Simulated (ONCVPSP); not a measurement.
## Building the ONCV potential for copper (PBEsol, scalar-relativistic).

| Quantity | Value |
| --- | --- |
| Element | copper (Cu) |
| Generator | ONCVPSP 4.0.1 |
| Type | optimised norm-conserving Vanderbilt (ONCV) |
| Functional | PBEsol |
| Relativity | scalar-relativistic |
| Frozen core | [Ne] |
| Valence charge | 19 |
| Reference configuration | 3s2 3p6 3d8 (charge +3) |
| Partial waves | 3s: rc 1.00 bohr, ncon 4, nbas 7, qcut 9.5 1/bohr, 1 projector; 3p: rc 1.15 bohr, ncon 4, nbas 8, qcut 9 1/bohr, 2 projectors, debl 0.7 Ha; 3d: rc 0.70 bohr, ncon 3, nbas 8, qcut 11.3 1/bohr, 2 projectors, debl 1.6 Ha |
| Local potential | polynomial inside 0.60 bohr (lpopt 1, dvloc0 4 Ha) |
| Core correction | none |

In the p channel the program set the typed energies aside and used -4.322, 0.250 Ha. In the d channel the program set the typed energies aside and used -1.796, 0.250 Ha.

All-electron outer shells of the reference configuration (PBEsol, scalar-relativistic, ld1.x):

| shell | level (eV) | outermost node (bohr) | outermost maximum (bohr) |
| --- | --- | --- | --- |
| 3s | -160.34 | 0.29 | 0.61 |
| 3p | -117.62 | 0.26 | 0.62 |
| 3d | -48.88 | – | 0.59 |

Results:

```json
{
 "Ghost test": "no bound ghost flagged; GHOST(+) flags only above 600 eV",
 "Largest excitation error": "+384 meV (all-electron minus pseudo) for 3s2 3p6 3d10 4s1, out of 4 test configurations"
}
```

Generation and tests took about 4.7 s on one core of a shared server CPU.
